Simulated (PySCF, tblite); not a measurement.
Species: C7H9FO2.
SMILES with atom numbers: `[CH3:1][O:2][C:3](=[O:4])[CH2:5][C:6]#[C:7][C@H:8]([CH3:9])[F:10]` (hydrogens: H11, H12, H13 on C1; H14, H15 on C5; H16 on C8; H17, H18, H19 on C9)

Computed geometry: GFN2-xTB, gas phase.

Task: Give the optimised bond lengths and angles.

Result: 
| bond | length (Å) |
| --- | --- |
| C1–O2 | 1.421 |
| O2–C3 | 1.333 |
| C3=O4 | 1.200 |
| C3–C5 | 1.522 |
| C5–C6 | 1.449 |
| C6≡C7 | 1.199 |
| C7–C8 | 1.453 |
| C8–C9 | 1.524 |
| C8–F10 | 1.389 |
| C1–H11, C1–H12, C1–H13 | 1.090 |
| C5–H14 | 1.092 |
| C5–H15 | 1.091 |
| C8–H16 | 1.100 |
| C9–H17, C9–H18, C9–H19 | 1.087 |

Bonds in one row agree within 0.01 Å and their mean is given. A selection of angles:
| angle | degrees |
| --- | --- |
| O2–C1–H11 | 110.1 |
| O2–C1–H12 | 106.3 |
| H11–C1–H12 | 110.4 |
| H12–C1–H13 | 110.8 |
| C1–O2–C3 | 116.7 |
| O2–C3–O4 | 124.5 |
| O2–C3–C5 | 110.5 |
| O4–C3–C5 | 124.9 |
| C3–C5–C6 | 108.1 |
| C3–C5–H14 | 109.2 |
| C3–C5–H15 | 109.7 |
| C6–C5–H14 | 109.7 |
| C6–C5–H15 | 109.4 |
| H14–C5–H15 | 110.6 |
| C5–C6–C7 | 176.8 |
| C6–C7–C8 | 176.2 |
| C7–C8–C9 | 111.7 |
| C7–C8–F10 | 109.5 |
| C7–C8–H16 | 109.8 |
| C9–C8–F10 | 109.0 |
| C9–C8–H16 | 111.2 |
| F10–C8–H16 | 105.5 |
| C8–C9–H17 | 109.8 |
| H17–C9–H18 | 109.0 |

Torsions: C1–O2–C3–O4 -1° (synperiplanar); O2–C3–C5–C6 -86° (synclinal).

Of the pairs four or more bonds apart, O4···H13 is among the closest relative to their van der Waals radii: 2.48 Å, 91 % of the sum of Bondi's values. The C–O distances run from 1.200 Å (C3=O4, drawn double) to 1.421 Å (C1–O2, drawn single), a spread of 0.221 Å. The 5 C–C bonds span 1.199 Å (C6≡C7, drawn triple) to 1.524 Å (C8–C9, drawn single), a spread of 0.325 Å.

Point group: C1 (no symmetry element, even within 0.4 Å). Its lowest GFN2-xTB frequency is 8 cm⁻¹, too small to tell a flat minimum from a shallow saddle. The numbers are those of one conformer. 3 starts were optimised and ended at 0.00, 0.26 and 0.32 kcal/mol (GFN2-xTB); the lowest of these is shown.
